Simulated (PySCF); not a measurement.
C4H3ClF2, SMILES ClCC(C#C)(F)F. Geometry: B3LYP-D3(BJ)/def2-SVP. This is a generated structure with no PubChem entry under its InChIKey; it may be hypothetical. Other conformers were not sampled.

Computed equilibrium geometry at B3LYP-D3(BJ)/def2-SVP (PySCF confirms it by a frequency run) as Cartesian coordinates in Å (one conformer of several):
```xyz
10

C      2.5326    -0.4293    -0.2967
C      1.3544    -0.5805    -0.0772
C     -0.0873    -0.7414     0.1544
F     -0.3575    -0.6425     1.4830
F     -0.4773    -1.9941    -0.2368
C     -0.9663     0.2395    -0.6192
Cl    -0.6027     1.9399    -0.2144
H      3.5825    -0.2975    -0.4841
H     -0.8127     0.0903    -1.6952
H     -2.0115     0.0273    -0.3578
```
